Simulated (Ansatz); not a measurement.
PBE exchange is replaced step by step with exact exchange (0 % is PBE, 25 % PBE0; no dispersion term), basis def2-TZVP, Ansatz. System: the cluster Ag2S. Charge 0, multiplicity 1. Geometry: PBE-D4/def2-TZVP, each spin state at its own.

Geometry of the singlet:

```xyz
3

Ag    0.257    1.338   -0.841
Ag   -0.958   -0.473    1.193
S     0.701   -0.865   -0.352
```

In the def2 sets Ag takes a core potential; there is no spin–orbit coupling. The structure comes from a short search, and lower isomers may exist.

```json
{"exact exchange (%)": "0", "HOMO (eV)": "-4.90", "LUMO (eV)": "-3.48", "gap (eV)": "1.41", "triplet − singlet (kJ/mol)": "129.8", "quintet − singlet (kJ/mol)": "385.2"}
{"exact exchange (%)": "5", "HOMO (eV)": "-5.07", "LUMO (eV)": "-3.31", "gap (eV)": "1.77", "triplet − singlet (kJ/mol)": "130.1", "quintet − singlet (kJ/mol)": "390.7"}
{"exact exchange (%)": "15", "HOMO (eV)": "-5.43", "LUMO (eV)": "-2.96", "gap (eV)": "2.47", "triplet − singlet (kJ/mol)": "130.0", "quintet − singlet (kJ/mol)": "400.8"}
{"exact exchange (%)": "25", "HOMO (eV)": "-5.78", "LUMO (eV)": "-2.62", "gap (eV)": "3.16", "triplet − singlet (kJ/mol)": "128.9", "quintet − singlet (kJ/mol)": "409.7"}
{"exact exchange (%)": "35", "HOMO (eV)": "-6.13", "LUMO (eV)": "-2.29", "gap (eV)": "3.84", "triplet − singlet (kJ/mol)": "127.2", "quintet − singlet (kJ/mol)": "417.4"}
{"exact exchange (%)": "50", "HOMO (eV)": "-6.66", "LUMO (eV)": "-1.80", "gap (eV)": "4.86", "triplet − singlet (kJ/mol)": "123.9", "quintet − singlet (kJ/mol)": "426.8"}
```

(1) Fit a straight line to the column «quintet − singlet (kJ/mol)» against the share of exact exchange and predict its value at 10 %.

Answers

(1) With x = exact exchange (%) and y = quintet − singlet (kJ/mol): mean x = 21.67, mean y = 405.1; Σ(x − x̄)(y − ȳ) = 1494, Σ(x − x̄)² = 1783; slope b = 0.8379, intercept a = ȳ − b·x̄ = 386.9. The residuals of the fitted rows reach 2.0. At x = 10 the line gives 386.9 + (0.8379 × 10) = 395.3; the run gave 395.9, 0.6 more than the line.
